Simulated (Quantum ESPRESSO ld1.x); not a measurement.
Values are calculated unless marked as measured or tabulated.
Br9+, 26 electrons, occupied as [Ar] 3d8. Code: ld1.x of Quantum ESPRESSO 7.5. Model: Dirac Kohn-Sham, relativistic LDA (MacDonald-Vosko exchange, VWN5 correlation), spin-unpolarised, spherical densities, point nucleus; open shells are shared between the two j in proportion to 2j + 1.

Normalised radial functions P(r) = r R(r) (large component), r in bohr:

r,3p1/2,3d3/2,4p1/2
0.001434,0.0023,0.0000,0.0011
0.001852,0.0033,0.0000,0.0015
0.002374,0.0049,0.0000,0.0023
0.003066,0.0073,0.0000,0.0034
0.003961,0.0111,0.0001,0.0051
0.005116,0.0169,0.0001,0.0078
0.006556,0.0255,0.0002,0.0118
0.008469,0.0392,0.0005,0.0182
0.01094,0.0601,0.0010,0.0278
0.01413,0.0916,0.0020,0.0424
0.01811,0.1363,0.0040,0.0631
0.02339,0.2022,0.0080,0.0935
0.03022,0.2927,0.0158,0.1353
0.03903,0.4099,0.0305,0.1892
0.05002,0.5440,0.0566,0.2506
0.06461,0.6853,0.1038,0.3143
0.08346,0.7908,0.1834,0.3596
0.1078,0.7991,0.3093,0.3569
0.1382,0.6464,0.4856,0.2761
0.1785,0.2755,0.7227,0.0912
0.2305,-0.2878,0.9899,-0.1774
0.2978,-0.9075,1.2288,-0.4459
0.3816,-1.3546,1.3579,-0.5752
0.4929,-1.4754,1.3224,-0.4489
0.6368,-1.2299,1.1087,-0.0379
0.8225,-0.7843,0.7796,0.5135
1.054,-0.3793,0.4496,0.9245
1.362,-0.1241,0.1925,0.9903
1.759,-0.0254,0.0568,0.7025
2.272,-0.0028,0.0103,0.3238
2.911,-0.0002,0.0011,0.0943
3.761,0.0000,0.0000,0.0142

3p1/2: eigenvalue -358.67 eV, 1 radial node at r = 0.204 bohr, <r> = 0.539 bohr, 90 % of the charge inside 0.817 bohr. 3d3/2: eigenvalue -248.08 eV, 0 radial nodes, <r> = 0.538 bohr, 90 % of the charge inside 0.864 bohr. 4p1/2 (empty): eigenvalue -134.82 eV, 2 radial nodes at r = 0.196, 0.649 bohr, <r> = 1.33 bohr, 90 % of the charge inside 1.91 bohr.
